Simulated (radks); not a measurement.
The numbers below are computed, except where a source is named.
Valence configurations of neutral dysprosium (all share [Xe]). Level of theory: scalar-relativistic Kohn-Sham, PBEsol, spin-unpolarised, spherical densities, point nucleus (a radial shooting solver on a logarithmic mesh with Libxc functionals). Energies are relative to 4f10 6s2; eigenvalues in eV.

| valence | E (eV) | e(4f) | e(5d) | e(6p) | e(6s) |
|---|---|---|---|---|---|
| 4f10 6s2 | 0.000 | -3.154 | - | - | -3.765 |
| 4f10 5d2 | 5.323 | -2.203 | -0.879 | - | - |
| 4f9.5 5d2.5 | 6.518 | -4.495 | -1.056 | - | - |
| 4f10 6s1 6p1 | 2.694 | -4.591 | - | -1.790 | -4.555 |
| 4f7.5 5d2.5 6s2 | 21.196 | -19.575 | -3.904 | - | -4.704 |
| 4f9 5d2 6s1 | 6.506 | -7.911 | -1.633 | - | -3.885 |
| 4f10 5d1 6s1 | 2.636 | -2.442 | -0.887 | - | -3.566 |
| 4f10 5d0.5 6s1.5 | 1.305 | -2.723 | -0.990 | - | -3.633 |
| 4f9 5d1 6s2 | 4.394 | -9.222 | -2.334 | - | -4.286 |
| 4f9.5 5d0.5 6s2 | 1.579 | -6.100 | -1.781 | - | -4.066 |

NIST lists [Xe] 4f10 6s2 as the ground configuration; this level of theory agrees among the configurations tried. The energies are those of spherical spin-averaged densities, not of single terms.
